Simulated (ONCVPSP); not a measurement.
Plane-wave convergence, ONCV potential for Cr

| Property | Result |
| --- | --- |
| Element | Cr (Z = 24) |
| Generator | ONCVPSP 4.0.1 |
| Type | optimised norm-conserving Vanderbilt (ONCV) |
| Functional | PBE |
| Relativity | scalar-relativistic |
| Frozen core | [Ar] |
| Valence charge | 6 |
| Reference configuration | 3d5 4s1 |
| Partial waves | 4s: rc 2.15 bohr, ncon 3, nbas 7, qcut 3.7 1/bohr, local; p scattering state at 0.23 Ha: rc 2.30 bohr, ncon 4, nbas 8, qcut 3.5 1/bohr, 2 projectors, debl 1 Ha; 3d: rc 2.15 bohr, ncon 5, nbas 10, qcut 6.2 1/bohr, 2 projectors, debl 1.4 Ha |
| Local potential | the s channel |
| Core correction | Teter function, fcfact 3.75, rcfact 1.2 |

Task: For each optimised wave give the share of its norm inside rc, the residual kinetic energy above qcut (Ha) and the cutoffs (Ha) for errors of 10, 1, 0.1 and 0.01 mHa per electron.

Result:

| wave | norm inside rc | residual KE | 10 mHa | 1 mHa | 0.1 mHa | 0.01 mHa |
| --- | --- | --- | --- | --- | --- | --- |
| 4s | 0.155 | 1.2e-05 | 2.0 | 3.5 | 4.7 | 11.5 |
| p projector 1 | 0.086 | 8.9e-05 | 0.8 | 2.4 | 4.7 | 35.7 |
| p projector 2 | 0.280 | 2.3e-02 | 10.0 | 46.1 | 53.4 | 70.8 |
| 3d | 0.805 | 7.4e-04 | 15.6 | 19.4 | 70.0 | 86.3 |
| d projector 2 | 0.169 | 2.8e-03 | 17.0 | 27.1 | 89.5 | 102.5 |

The occupied waves need 19 Ha and 70 Ha for 1 and 0.1 mHa. Note: ghosts flagged at negative energy: p at -98.4 eV; no localised positive-energy state flagged. A true bound ghost makes a file unfit for plane-wave use. 1 of 4 tests not solved or not reliable.
